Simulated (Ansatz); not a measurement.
BeS2⁻. Total charge -1; doublet. Geometry relaxed at PBE0-D4/def2-TZVPD.

```xyz
3

Be    0.000    0.000    0.000
S    -0.398   -1.741    0.545
S     0.398    1.741   -0.545
```

The relaxation made no stability test and no search for a lower SCF solution. The structure comes from a short search, and lower isomers may exist.

Q: Estimate the harmonic wavenumbers at UKS PBE0-D4/def2-TZVPD (Ansatz, unscaled). Is this a minimum?

A: 209, 261, 390, 899 cm⁻¹. Yes, no mode is imaginary beyond noise. Zero-point energy 10.5 kJ/mol. It took 20 s on 4 threads of Arm Neoverse V2 on a shared host.
